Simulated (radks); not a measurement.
Problem. These are the eigenvalues of the occupied orbitals of an atom or ion with whole-number occupations (hartree). Calculated with a radial shooting solver on a logarithmic mesh with Libxc functionals: scalar-relativistic Kohn-Sham, PBE, spin-polarised, spherical densities, finite nucleus; Fermi nuclear charge, rms radius of each element as measured or else 0.836 A^(1/3) + 0.57 fm.

1s down: -889.5815
1s up: -889.5814
2s up: -131.2042
2s down: -131.1832
2p up: -117.7899
2p down: -117.7741
3s up: -24.90866
3s down: -24.89832
3p up: -20.50061
3p down: -20.48872
3d up: -13.50253
3d down: -13.48371
4s up: -4.67069
4s down: -4.58347
4p up: -3.39962
4p down: -3.30896
4d up: -1.56882
4d down: -1.47986

Which element is it, and in what charge state? The configuration may be excited. Open shells, if any, are filled with parallel spins first.

Solution. Z = 46, palladium, charge +3: Pd3+ in [Kr] 4d7. The list shows which subshells hold electrons but not how many an open one holds; the 1s level, -889.58 hartree, gives Z - s = 42.2 by -(Z - s)^2/2, which with screening and relativity narrows Z to a few neighbours, and the depths of the outer levels then fix element, charge and occupations together.
